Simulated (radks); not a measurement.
Task: These are the eigenvalues of the occupied orbitals of an atom or ion with whole-number occupations (eV). Calculated with a radial shooting solver on a logarithmic mesh with Libxc functionals: scalar-relativistic Kohn-Sham, SCAN, spin-polarised, spherical densities, finite nucleus; meta-GGA in the generalised Kohn-Sham scheme; Fermi nuclear charge, rms radius of each element as measured or else 0.836 A^(1/3) + 0.57 fm.

orbital  eigenvalue
1s        -40056.74

Which element is it, and in what charge state? The configuration may be excited. Open shells, if any, are filled with parallel spins first.

Result: Z = 54, xenon, charge +52: Xe52+ in [He]. The 1s level, -1472.1 hartree, gives Z - s = 54.3 by -(Z - s)^2/2, which with screening and relativity narrows Z to a few neighbours, and with so few levels the electron count can be read from the list.
